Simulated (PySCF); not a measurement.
**TDDFT excited states: CH5ISn**

Compound: SnH2MeI, CH5ISn.
SMILES: `[CH3][SnH2][I]`

Computed, not measured: TDDFT wB97X-D/def2-SVPD, vertical, gas phase, core orbitals frozen in the response, def2 core potentials past Kr in PySCF 2.14.0, density-fitted response routines. Geometry: PBE0-D3(BJ)/def2-SVP; no solvent, vibrations or thermal averaging. Spin–orbit coupling is left out.

List the vertical singlet excitations with oscillator strengths and describe the spectrum.

| state | E (eV) | λ (nm) | ν̃ (cm⁻¹) | f | \|μ\| (D) | main configurations (H = HOMO, L = LUMO) |
| --- | --- | --- | --- | --- | --- | --- |
| S1 | 5.02 | 247.2 | 40450 | 0.014 | 0.85 | H-1→L (95%) |
| S2 | 5.02 | 247.1 | 40470 | 0.015 | 0.90 | H→L (95%) |
| S3 | 6.78 | 182.9 | 54670 | 0.046 | 1.33 | H→L+1 (81%) |
| S4 | 6.78 | 182.9 | 54690 | 0.035 | 1.16 | H-1→L+1 (84%) |
| S5 | 6.84 | 181.3 | 55170 | 0.117 | 2.13 | H-2→L (43%), H→L+2 (38%) |
| S6 | 7.01 | 176.9 | 56520 | 0.0006 | 0.16 | H-1→L+2 (70%), H-1→L+3 (10%) |
| S7 | 7.11 | 174.3 | 57360 | 0.064 | 1.54 | H-3→L (82%) |
| S8 | 7.26 | 170.7 | 58570 | 0.170 | 2.48 | H→L+2 (33%), H-1→L+6 (29%), H-2→L (17%) |
| S9 | 7.37 | 168.1 | 59470 | 0.0014 | 0.22 | H-4→L (70%), H-1→L+3 (19%) |

Triplets (Tamm–Dancoff): T1 4.61 eV, H-1→L (94%); T2 4.61 eV, H→L (94%); T3 5.74 eV, H-2→L (91%).

The lowest singlet level (S1/S2) comes at 247 nm (484 kJ/mol) in the ultraviolet; it is weak. The strongest level in the table is S8 at 7.26 eV (171 nm, f = 0.170). S1/S2 and S3/S4 lie within about 0.01 eV of each other in each set. Löwdin shares by element: HOMO (one of a set within 0.03 eV) iodine 86%, tin 7%, carbon 5%; LUMO iodine 41%, tin 33%, hydrogen 18% or more. Weighted by f, the mean energy of these states is 6.91 eV. Orbital energies (eV): HOMO-3 -11.02, HOMO-2 -10.52, HOMO-1 -9.13, HOMO -9.12, LUMO 0.40, LUMO+1 1.51, LUMO+2 1.63. The listed states span 2.36 eV, and the widest gap between neighbours is 1.76 eV (S2 to S3). The vertical ionisation energy (ΔSCF) is 9.47 eV, 2.10 eV above S9. Orbitals of the list HOMO-3 to LUMO+2 that lie within 0.01 eV of each other are written together with a slash and their weights summed (≥ marks a lower bound); for degenerate orbitals outside that list single weights are arbitrary. The window holds the lowest 10 singlets. The highest level found (7.46 eV, f 0.0016 so far) is left out, since the window may have cut off a degenerate partner.
